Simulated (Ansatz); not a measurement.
Relaxation of Al9P10H26⁺, a nanocrystal cut from wurtzite AlP (hydrogen-capped) with RKS PBE-D4/def2-SVP.

```sh
$ ansatz run in.yaml --threads 2 --pin off --events-out ev --progress --plain --max-ram 32768MiB --backend cuda --devices 0, --max-vram 18GiB
```

```yaml
crystal:
  periodic: [false, false, false]
  atoms:
    - {symbol: P, position_ang: [0.589090, -4.027150, -0.051720]}
    - {symbol: Al, position_ang: [0.778090, -4.312860, 2.390810]}
    - {symbol: P, position_ang: [0.294740, -2.010120, -3.530550]}
    - {symbol: Al, position_ang: [-0.523330, -0.301590, -5.078870]}
    - {symbol: Al, position_ang: [0.670150, -1.926120, -1.180340]}
    - {symbol: P, position_ang: [-1.051130, -0.598260, -0.164560]}
    - {symbol: P, position_ang: [0.701200, -1.935820, 2.829460]}
    - {symbol: Al, position_ang: [-1.291620, -0.723350, 2.269250]}
    - {symbol: P, position_ang: [-1.585210, 1.271010, -3.532630]}
    - {symbol: Al, position_ang: [-1.325680, 1.557070, -1.183530]}
    - {symbol: P, position_ang: [-3.183030, 2.538910, -0.053460]}
    - {symbol: P, position_ang: [-1.315200, 1.612070, 2.826860]}
    - {symbol: Al, position_ang: [-3.369790, 2.808270, 2.390280]}
    - {symbol: P, position_ang: [2.531570, -0.750070, -0.255850]}
    - {symbol: Al, position_ang: [2.765920, -0.925260, 2.146220]}
    - {symbol: Al, position_ang: [2.109600, 1.209960, -1.567570]}
    - {symbol: P, position_ang: [0.631130, 2.569340, -0.260710]}
    - {symbol: P, position_ang: [2.436020, 1.396760, 2.783360]}
    - {symbol: Al, position_ang: [0.609860, 2.864590, 2.142050]}
    - {symbol: H, position_ang: [-0.416750, -4.789150, -0.626230]}
    - {symbol: H, position_ang: [1.624420, -4.764800, -0.610980]}
    - {symbol: H, position_ang: [-0.491060, -5.061620, 2.843570]}
    - {symbol: H, position_ang: [2.238740, -4.808570, 2.560400]}
    - {symbol: H, position_ang: [0.166190, -3.327760, -3.953450]}
    - {symbol: H, position_ang: [1.632250, -1.895510, -3.910470]}
    - {symbol: H, position_ang: [-1.635650, -0.939000, -5.936330]}
    - {symbol: H, position_ang: [0.741770, 0.421060, -5.606280]}
    - {symbol: H, position_ang: [-2.222690, -1.271080, -0.536810]}
    - {symbol: H, position_ang: [0.794640, -1.814290, 4.218070]}
    - {symbol: H, position_ang: [-2.608490, -1.473790, 2.523130]}
    - {symbol: H, position_ang: [-2.786760, 1.825460, -3.957430]}
    - {symbol: H, position_ang: [-0.810830, 2.366530, -3.913780]}
    - {symbol: H, position_ang: [-4.340700, 2.043220, -0.633310]}
    - {symbol: H, position_ang: [-3.311680, 3.804150, -0.610460]}
    - {symbol: H, position_ang: [-1.164990, 1.622020, 4.216090]}
    - {symbol: H, position_ang: [-4.626380, 2.018680, 2.809720]}
    - {symbol: H, position_ang: [-3.138850, 4.325310, 2.597730]}
    - {symbol: H, position_ang: [3.705440, -1.291090, -0.771180]}
    - {symbol: H, position_ang: [4.128990, -1.476890, 2.561470]}
    - {symbol: H, position_ang: [0.988610, 0.564270, -2.635770]}
    - {symbol: H, position_ang: [3.357970, 1.923340, -2.093130]}
    - {symbol: H, position_ang: [0.761100, 3.854370, -0.780150]}
    - {symbol: H, position_ang: [2.484510, 1.428190, 4.170690]}
    - {symbol: H, position_ang: [3.630520, 2.077450, 2.606350]}
    - {symbol: H, position_ang: [0.827320, 4.322110, 2.550030]}
basis:
  gaussian: {orbitals: def2-SVP, fitting: {mean_field: def2-universal-jkfit}}
total_charge: 1
hamiltonian: {xc: pbe, dispersion: d4}
scf: {lower_state_search: "off"}
output: {orbitals: {seedname: orbitals}}
relax: {f_tol: 0.03, max_steps: 70}
```

Run time 98 s (2 threads of AMD EPYC 7R13 on a shared host and a share (18 GiB) of an NVIDIA H100 80GB HBM3).

Positions (Å) and forces (eV/Å) at steps 1, 2, 3, 4, 5, 6 of 25:

```xyz
45
step=1 energy=-152567.6931 eV
P     0.589   -4.027   -0.052    0.060    0.683    0.348
Al    0.778   -4.313    2.391   -0.038    0.419   -0.192
P     0.295   -2.010   -3.531   -0.043    0.765    0.403
Al   -0.523   -0.302   -5.079   -0.223   -0.125    0.319
Al    0.670   -1.926   -1.180   -0.115    0.322    0.610
P    -1.051   -0.598   -0.165    0.394    0.230    0.032
P     0.701   -1.936    2.829    0.112    0.265   -0.547
Al   -1.292   -0.723    2.269    0.695    0.394   -0.419
P    -1.585    1.271   -3.533    0.632   -0.432    0.396
Al   -1.326    1.557   -1.184    0.230   -0.265    0.619
P    -3.183    2.539   -0.053    0.611   -0.299    0.343
P    -1.315    1.612    2.827    0.281   -0.088   -0.538
Al   -3.370    2.808    2.390    0.348   -0.238   -0.186
P     2.532   -0.750   -0.256   -0.751    0.068    0.212
Al    2.766   -0.925    2.146   -1.066    0.411   -0.370
Al    2.110    1.210   -1.568   -0.717   -0.409   -0.045
P     0.631    2.569   -0.261   -0.315   -0.676    0.209
P     2.436    1.397    2.783   -0.719   -0.412   -0.587
Al    0.610    2.865    2.142   -0.194   -1.090   -0.378
H    -0.417   -4.789   -0.626   -0.904   -0.464   -0.318
H     1.624   -4.765   -0.611    0.842   -0.417   -0.376
H    -0.491   -5.062    2.844   -0.665   -0.317    0.227
H     2.239   -4.809    2.560    0.642   -0.150    0.077
H     0.166   -3.328   -3.953   -0.327   -0.908   -0.218
H     1.632   -1.896   -3.910    0.879    0.045   -0.212
H    -1.636   -0.939   -5.936   -0.575   -0.329   -0.389
H     0.742    0.421   -5.606    0.517    0.298   -0.130
H    -2.223   -1.271   -0.537   -0.616   -0.351   -0.276
H     0.795   -1.814    4.218    0.038    0.020    0.861
H    -2.608   -1.474    2.523   -0.678   -0.381    0.242
H    -2.787    1.825   -3.957   -0.948    0.176   -0.219
H    -0.811    2.367   -3.914    0.491    0.744   -0.217
H    -4.341    2.043   -0.633   -0.854   -0.553   -0.327
H    -3.312    3.804   -0.610    0.061    0.952   -0.371
H    -1.165    1.622    4.216    0.034    0.021    0.853
H    -4.626    2.019    2.810   -0.584   -0.450    0.210
H    -3.139    4.325    2.598    0.167    0.679    0.093
H     3.705   -1.291   -0.771    0.740   -0.373   -0.403
H     4.129   -1.477    2.561    0.770   -0.361    0.281
H     0.989    0.564   -2.636    0.128    0.077    0.133
H     3.358    1.923   -2.093    0.724    0.414   -0.332
H     0.761    3.854   -0.780    0.051    0.812   -0.398
H     2.485    1.428    4.171   -0.096   -0.053    1.019
H     3.631    2.077    2.606    0.897    0.513   -0.313
H     0.827    4.322    2.550    0.082    0.831    0.274
45
step=2 energy=-152568.4682 eV
P     0.587   -4.084   -0.096   -0.005    0.310    0.251
Al    0.754   -4.274    2.387    0.066    0.057   -0.063
P     0.446   -1.983   -3.508   -0.084    0.158    0.015
Al   -0.557   -0.321   -5.054    0.128    0.077    0.203
Al    0.646   -1.917   -1.113    0.011   -0.013   -0.004
P    -1.146   -0.653   -0.176    0.205    0.116    0.023
P     0.703   -1.890    2.902   -0.047    0.024   -0.482
Al   -1.298   -0.733    2.259    0.065    0.033    0.104
P    -1.485    1.389   -3.511    0.090   -0.157    0.014
Al   -1.330    1.531   -1.116   -0.005    0.018   -0.004
P    -3.236    2.563   -0.100    0.273   -0.156    0.253
P    -1.276    1.581    2.898    0.002   -0.047   -0.478
Al   -3.343    2.771    2.386    0.073    0.013   -0.062
P     2.550   -0.759   -0.305   -0.396    0.137    0.257
Al    2.721   -0.891    2.109   -0.098    0.126    0.011
Al    2.131    1.221   -1.622   -0.268   -0.154   -0.150
P     0.633    2.587   -0.311   -0.083   -0.402    0.262
P     2.463    1.416    2.815   -0.222   -0.129   -0.351
Al    0.611    2.810    2.104    0.050   -0.146    0.009
H    -0.495   -4.825   -0.632   -0.238   -0.109   -0.115
H     1.657   -4.800   -0.687    0.215   -0.140   -0.131
H    -0.556   -5.024    2.857   -0.175   -0.050    0.051
H     2.256   -4.758    2.567    0.136   -0.040    0.035
H     0.135   -3.320   -3.901   -0.048   -0.093    0.042
H     1.809   -1.972   -3.915    0.164   -0.034   -0.041
H    -1.703   -0.977   -5.924   -0.167   -0.096    0.012
H     0.744    0.424   -5.561    0.121    0.069   -0.132
H    -2.321   -1.326   -0.615   -0.173   -0.100   -0.063
H     0.788   -1.817    4.318    0.017    0.051    0.230
H    -2.641   -1.493    2.592   -0.162   -0.094    0.086
H    -2.796    1.795   -3.906   -0.104    0.005    0.043
H    -0.787    2.559   -3.920    0.057    0.161   -0.042
H    -4.414    1.997   -0.644   -0.221   -0.150   -0.120
H    -3.323    3.851   -0.682   -0.009    0.259   -0.132
H    -1.172    1.614    4.315    0.052   -0.012    0.225
H    -4.618    1.943    2.822   -0.125   -0.128    0.049
H    -3.084    4.321    2.602    0.037    0.149    0.038
H     3.721   -1.329   -0.863    0.193   -0.210   -0.094
H     4.104   -1.485    2.564    0.192   -0.129    0.064
H     1.008    0.577   -2.658    0.128    0.073    0.054
H     3.412    1.954   -2.168    0.200    0.115   -0.068
H     0.735    3.885   -0.870   -0.083    0.268   -0.094
H     2.486    1.431    4.231   -0.021   -0.010    0.298
H     3.675    2.107    2.576    0.276    0.157   -0.065
H     0.806    4.305    2.552   -0.018    0.226    0.062
45
step=3 energy=-152568.5676 eV
P     0.570   -4.068   -0.092   -0.012    0.064   -0.008
Al    0.754   -4.271    2.390    0.009    0.056   -0.047
P     0.526   -1.926   -3.497   -0.119   -0.081   -0.010
Al   -0.483   -0.278   -5.049   -0.079   -0.047    0.128
Al    0.642   -1.891   -1.097   -0.013   -0.176    0.059
P    -1.194   -0.683   -0.188    0.012    0.007   -0.004
P     0.704   -1.869    2.849    0.050    0.054   -0.088
Al   -1.338   -0.762    2.254    0.053    0.033    0.030
P    -1.397    1.427   -3.500   -0.127   -0.061   -0.010
Al   -1.312    1.510   -1.100   -0.158    0.075    0.060
P    -3.230    2.543   -0.097    0.051   -0.040   -0.008
P    -1.260    1.562    2.845    0.072    0.011   -0.089
Al   -3.339    2.767    2.389    0.058   -0.020   -0.048
P     2.533   -0.738   -0.277   -0.138    0.056   -0.043
Al    2.750   -0.857    2.127   -0.107   -0.059    0.002
Al    2.054    1.178   -1.689    0.516    0.297    0.089
P     0.639    2.562   -0.283   -0.021   -0.146   -0.045
P     2.526    1.454    2.812   -0.033   -0.018   -0.022
Al    0.647    2.816    2.120   -0.107   -0.062    0.006
H    -0.564   -4.761   -0.618   -0.015   -0.007   -0.010
H     1.607   -4.820   -0.725    0.004   -0.017   -0.021
H    -0.602   -4.963    2.859   -0.015   -0.006    0.015
H     2.255   -4.774    2.592    0.013   -0.021    0.018
H     0.149   -3.262   -3.866   -0.004    0.039    0.025
H     1.894   -2.000   -3.890    0.116   -0.005    0.003
H    -1.740   -0.999   -5.728    0.066    0.037    0.007
H     0.784    0.448   -5.682   -0.013   -0.007   -0.085
H    -2.363   -1.356   -0.671    0.002    0.002   -0.015
H     0.768   -1.781    4.278   -0.014    0.008    0.018
H    -2.673   -1.521    2.662   -0.025   -0.017    0.023
H    -2.739    1.777   -3.872    0.030   -0.024    0.025
H    -0.768    2.644   -3.893    0.054    0.102    0.004
H    -4.399    1.922   -0.637   -0.015   -0.009   -0.013
H    -3.348    3.824   -0.718   -0.012    0.013   -0.019
H    -1.152    1.573    4.274    0.000   -0.017    0.018
H    -4.592    1.884    2.826   -0.015   -0.009    0.016
H    -3.081    4.323    2.624   -0.011    0.023    0.019
H     3.667   -1.407   -0.841   -0.019    0.010   -0.029
H     4.113   -1.536    2.574    0.034   -0.001    0.010
H     0.993    0.567   -2.750   -0.092   -0.050    0.004
H     3.347    1.919   -2.262   -0.020   -0.010    0.042
H     0.634    3.877   -0.848    0.000   -0.023   -0.030
H     2.520    1.454    4.241    0.017    0.010    0.028
H     3.752    2.156    2.591    0.013    0.008   -0.009
H     0.750    4.336    2.563    0.014    0.028    0.008
45
step=4 energy=-152568.6311 eV
P     0.552   -4.072   -0.105    0.007    0.006    0.007
Al    0.748   -4.263    2.375    0.000    0.012    0.003
P     0.536   -1.933   -3.486   -0.039    0.023   -0.012
Al   -0.510   -0.295   -5.017   -0.005   -0.002    0.026
Al    0.636   -1.897   -1.092   -0.002   -0.045    0.036
P    -1.205   -0.690   -0.197   -0.025   -0.013    0.021
P     0.705   -1.861    2.829   -0.001   -0.011    0.003
Al   -1.342   -0.766    2.249    0.009    0.004   -0.025
P    -1.397    1.438   -3.489   -0.001   -0.045   -0.013
Al   -1.320    1.507   -1.094   -0.038    0.019    0.034
P    -3.242    2.531   -0.110    0.010    0.003    0.006
P    -1.255    1.555    2.825   -0.010    0.005    0.004
Al   -3.334    2.759    2.374    0.012   -0.005    0.003
P     2.520   -0.726   -0.281   -0.050    0.000    0.005
Al    2.745   -0.859    2.119    0.038    0.006   -0.015
Al    2.158    1.238   -1.652    0.149    0.088   -0.016
P     0.642    2.544   -0.285   -0.024   -0.044    0.006
P     2.524    1.455    2.802   -0.018   -0.009   -0.016
Al    0.638    2.812    2.114    0.022    0.029   -0.016
H    -0.600   -4.740   -0.625   -0.006    0.004   -0.002
H     1.569   -4.836   -0.758   -0.007   -0.008    0.000
H    -0.611   -4.943    2.858   -0.001    0.001   -0.002
H     2.245   -4.779    2.587    0.000   -0.008   -0.001
H     0.140   -3.261   -3.850   -0.006   -0.011    0.003
H     1.909   -2.018   -3.872    0.038   -0.005   -0.003
H    -1.783   -1.024   -5.649    0.010    0.006    0.018
H     0.719    0.410   -5.745   -0.015   -0.009   -0.030
H    -2.373   -1.362   -0.685    0.003    0.001   -0.005
H     0.760   -1.774    4.260   -0.007   -0.009   -0.007
H    -2.673   -1.526    2.679    0.005    0.001    0.010
H    -2.743    1.766   -3.855   -0.013    0.001    0.003
H    -0.777    2.665   -3.875    0.015    0.034   -0.002
H    -4.399    1.886   -0.647    0.000   -0.006   -0.002
H    -3.375    3.803   -0.749   -0.009   -0.001    0.000
H    -1.152    1.559    4.256   -0.012   -0.002   -0.007
H    -4.581    1.872    2.826    0.000    0.001   -0.002
H    -3.083    4.316    2.620   -0.006    0.003   -0.001
H     3.647   -1.406   -0.844   -0.006   -0.008   -0.003
H     4.121   -1.523    2.558   -0.012   -0.005    0.017
H     1.088    0.622   -2.719    0.031    0.018   -0.070
H     3.477    1.996   -2.132   -0.029   -0.016    0.024
H     0.624    3.859   -0.851   -0.010   -0.001   -0.003
H     2.545    1.469    4.232    0.013    0.007    0.011
H     3.745    2.156    2.551   -0.001    0.000   -0.003
H     0.759    4.337    2.547   -0.011   -0.008    0.018
45
step=5 energy=-152568.6559 eV
P     0.541   -4.076   -0.106    0.005   -0.031   -0.005
Al    0.745   -4.260    2.373   -0.010   -0.008    0.005
P     0.542   -1.933   -3.477    0.039    0.057   -0.023
Al   -0.528   -0.305   -4.999    0.045    0.027   -0.064
Al    0.630   -1.901   -1.084    0.002   -0.017    0.022
P    -1.220   -0.700   -0.201   -0.029   -0.016    0.020
P     0.709   -1.858    2.818   -0.041   -0.053    0.034
Al   -1.341   -0.767    2.245   -0.031   -0.022   -0.003
P    -1.394    1.441   -3.480    0.068    0.004   -0.024
Al   -1.327    1.503   -1.086   -0.012    0.009    0.019
P    -3.250    2.525   -0.111   -0.022    0.019   -0.003
P    -1.250    1.553    2.815   -0.069   -0.008    0.036
Al   -3.332    2.755    2.372   -0.012   -0.004    0.005
P     2.509   -0.714   -0.287   -0.016   -0.005   -0.012
Al    2.746   -0.858    2.111    0.072    0.027    0.026
Al    2.228    1.279   -1.646    0.010    0.006   -0.170
P     0.646    2.528   -0.292   -0.011   -0.011   -0.012
P     2.525    1.457    2.793    0.016    0.009   -0.003
Al    0.637    2.812    2.106    0.057    0.048    0.026
H    -0.627   -4.722   -0.621    0.009    0.011    0.007
H     1.541   -4.856   -0.769   -0.018    0.013    0.006
H    -0.619   -4.933    2.856    0.009    0.008    0.000
H     2.238   -4.792    2.579   -0.008    0.005    0.000
H     0.132   -3.256   -3.838   -0.006   -0.016    0.001
H     1.918   -2.028   -3.859   -0.020   -0.004    0.000
H    -1.819   -1.046   -5.577   -0.010   -0.006    0.026
H     0.668    0.380   -5.808   -0.051   -0.029    0.030
H    -2.385   -1.370   -0.698    0.004    0.002    0.011
H     0.753   -1.786    4.251    0.006    0.010   -0.025
H    -2.664   -1.527    2.704    0.015    0.009   -0.007
H    -2.743    1.756   -3.843   -0.016    0.003    0.001
H    -0.781    2.677   -3.860   -0.014   -0.016    0.000
H    -4.398    1.859   -0.645    0.013    0.002    0.007
H    -3.402    3.791   -0.759    0.002   -0.019    0.004
H    -1.167    1.556    4.248    0.012    0.001   -0.025
H    -4.578    1.867    2.824    0.011    0.004    0.001
H    -3.091    4.316    2.612    0.002   -0.010   -0.001
H     3.629   -1.411   -0.846   -0.008   -0.009   -0.002
H     4.112   -1.528    2.578   -0.018    0.007   -0.020
H     1.233    0.706   -2.824    0.081    0.047    0.084
H     3.570    2.051   -2.029   -0.030   -0.017    0.068
H     0.609    3.845   -0.853   -0.012   -0.002   -0.002
H     2.571    1.485    4.223    0.001    0.000   -0.018
H     3.743    2.157    2.518   -0.013   -0.007   -0.002
H     0.743    4.330    2.569   -0.003   -0.019   -0.020
45
step=6 energy=-152568.6709 eV
P     0.528   -4.079   -0.106   -0.010   -0.044   -0.027
Al    0.735   -4.262    2.371    0.008   -0.011    0.028
P     0.555   -1.918   -3.473    0.058    0.029   -0.025
Al   -0.539   -0.312   -4.996    0.019    0.012   -0.076
Al    0.621   -1.903   -1.077    0.013    0.032    0.017
P    -1.239   -0.711   -0.201   -0.028   -0.016    0.009
P     0.707   -1.859    2.810   -0.029   -0.031    0.051
Al   -1.347   -0.773    2.245   -0.024   -0.016   -0.002
P    -1.375    1.444   -3.475    0.052    0.036   -0.025
Al   -1.333    1.495   -1.080    0.034   -0.007    0.016
P    -3.258    2.516   -0.111   -0.039    0.013   -0.023
P    -1.253    1.549    2.807   -0.041   -0.007    0.052
Al   -3.337    2.747    2.370   -0.005    0.013    0.028
P     2.497   -0.703   -0.295   -0.018   -0.012   -0.037
Al    2.744   -0.856    2.104    0.071    0.020   -0.020
Al    2.285    1.312   -1.644    0.017    0.011   -0.143
P     0.648    2.512   -0.298   -0.018   -0.009   -0.036
P     2.529    1.460    2.781    0.029    0.017    0.026
Al    0.635    2.808    2.100    0.050    0.050   -0.021
H    -0.655   -4.704   -0.615    0.023    0.013    0.010
H     1.511   -4.868   -0.785   -0.024    0.015    0.022
H    -0.630   -4.924    2.867    0.012    0.004   -0.013
H     2.228   -4.794    2.578   -0.013   -0.001   -0.005
H     0.127   -3.238   -3.826    0.002   -0.005   -0.012
H     1.929   -2.029   -3.858   -0.043   -0.005    0.018
H    -1.858   -1.069   -5.494    0.026    0.014    0.014
H     0.627    0.357   -5.865   -0.077   -0.044    0.053
H    -2.405   -1.382   -0.694    0.008    0.004    0.008
H     0.755   -1.780    4.242   -0.001   -0.003   -0.024
H    -2.667   -1.532    2.713    0.018    0.010   -0.007
H    -2.731    1.741   -3.831   -0.002    0.005   -0.012
H    -0.777    2.687   -3.859   -0.026   -0.035    0.018
H    -4.397    1.831   -0.641    0.020    0.012    0.009
H    -3.423    3.774   -0.774    0.000   -0.024    0.020
H    -1.161    1.552    4.240   -0.003    0.000   -0.025
H    -4.578    1.857    2.836    0.009    0.009   -0.013
H    -3.090    4.308    2.611   -0.006   -0.011   -0.005
H     3.605   -1.423   -0.852   -0.011    0.000    0.011
H     4.115   -1.531    2.551   -0.026    0.012   -0.002
H     1.351    0.774   -2.893    0.148    0.085    0.139
H     3.663    2.105   -1.864   -0.139   -0.080    0.029
H     0.585    3.831   -0.858   -0.005   -0.010    0.011
H     2.593    1.499    4.211   -0.002   -0.001   -0.032
H     3.744    2.159    2.486   -0.025   -0.014   -0.001
H     0.735    4.334    2.543   -0.003   -0.028   -0.002
```

Single mean-field runs in def2-SVP are fitted with def2-universal-jkfit.
